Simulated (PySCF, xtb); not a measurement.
C2H6N2Si2, SMILES C1[SiH2][SiH2]N=CN=1.

GFN2-xTB (xtb) at its own geometry gives an orbital gap of 1.44 eV and a dipole moment of 2.19 D.

Geometry optimised at r2SCAN-D4/def2-SVP. This is a generated structure with no PubChem entry under its InChIKey; it may be hypothetical.

Task: What does r2SCAN/def2-TZVP (PySCF) give? (An estimate is asked for; the answer gives what the named calculation found.)

Result: gap 2.48 eV (levels -5.70 and -3.22 eV), dipole 1.78 D.
